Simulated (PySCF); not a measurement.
Isomers of [C2H9BN]- (charge -1), mass 58.083 u with the commonest isotopes. Level of theory: PySCF, PBE0-D3(BJ)/def2-SVP geometry optimisation, gas phase. One conformer each, none proved a minimum here; rigid rotors. The geometries of the anions come from a basis without diffuse functions.

Question: Order these by rotational constant C, largest first.
A. `[CH3:1][BH2-:2][NH:3][CH3:4]` (charge -1) with C1–B2–N3–C4 176°
B. `[CH3:1][CH2:2][BH2-:3][NH2:4]` (charge -1) with C1–C2–B3–N4 -178°, C2–B3–N4–H -66° and -177°
C. `CN([BH3-])C`

Answer: C (4801 MHz), A (3371 MHz), B (3197 MHz).

Question: Order these by rotational constant A, largest first.
A. `[CH3:1][CH2:2][BH2-:3][NH2:4]` (charge -1) with C1–C2–B3–N4 -178°, C2–B3–N4–H -66° and -177°
B. `[BH3-]N(C)C`
C. `[CH3:1][BH2-:2][NH:3][CH3:4]` (charge -1) with C1–B2–N3–C4 176°

Answer: C (23969 MHz), A (23019 MHz), B (8868 MHz).

Question: Order these by radius of gyration √(Σ m r²/M), largest first.
A. `[CH3:1][BH2-:2][NH:3][CH3:4]` (charge -1) with C1–B2–N3–C4 176°
B. `[BH3-]N(C)C`
C. `[CH3:1][CH2:2][BH2-:3][NH2:4]` (charge -1) with C1–C2–B3–N4 -178°, C2–B3–N4–H -66° and -177°

Answer: C (1.680 Å), A (1.637 Å), B (1.390 Å).

```csv
SMILES,point group,Ia (u·Å²),Ib (u·Å²),Ic (u·Å²),κ,μa (D),μb (D),μc (D)
C[BH2-]NC,–,21.09,140.42,149.90,-0.98,2.01,2.48,0.53
CC[BH2-]N,–,21.95,147.98,158.06,-0.98,1.59,1.86,0.84
[BH3-]N(C)C,Cs,56.99,62.22,105.26,0.63,5.46,0.01,0.39
```
